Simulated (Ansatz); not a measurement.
C4H8Si (`CC=C=C[SiH3]`). The species carries charge 0 and has multiplicity 1.

| atom | x (Å) | y (Å) | z (Å) |
| --- | --- | --- | --- |
| C1 | -1.574 | 0.978 | 1.532 |
| C2 | -0.541 | 1.296 | 0.496 |
| C3 | -0.157 | 0.479 | -0.442 |
| C4 | 0.254 | -0.359 | -1.351 |
| Si5 | 1.677 | -1.512 | -1.029 |
| H6 | -2.412 | 1.679 | 1.474 |
| H7 | -1.962 | -0.033 | 1.406 |
| H8 | -1.152 | 1.062 | 2.538 |
| H9 | -0.081 | 2.283 | 0.526 |
| H10 | -0.252 | -0.379 | -2.316 |
| H11 | 1.245 | -2.929 | -1.177 |
| H12 | 2.181 | -1.290 | 0.349 |
| H13 | 2.775 | -1.275 | -2.006 |

(1) What are the harmonic wavenumbers in cm⁻¹ at PBE0-D4/def2-TZVP (Ansatz, finite differences of forces, unscaled)? (Best estimate.)

(2) Is this a minimum?

(3) Give the ideal-gas thermochemistry at 298.15 K and 1 bar (rigid rotor, harmonic oscillator; point group C1, symmetry number 1).

Results:

(1) Computed: 94, 103, 154, 200, 238, 451, 562, 590, 621, 730, 775, 889, 906, 924, 938, 955, 1054, 1087, 1131, 1229, 1397, 1416, 1475, 1493, 2057, 2214, 2216, 2243, 3044, 3102, 3128, 3139, 3154.

(2) Yes, all 33 modes are real.

(3) Zero-point energy 261.4 kJ/mol; H(298) − E = 283.1 kJ/mol; entropy 348.2 J/(mol·K), of which translation 164.1, rotation 112.2, vibration 71.9; G(298) − E = 179.3 kJ/mol. Modes under 100 cm⁻¹ are hindered rotations or soft bends, so the harmonic entropy is rough.
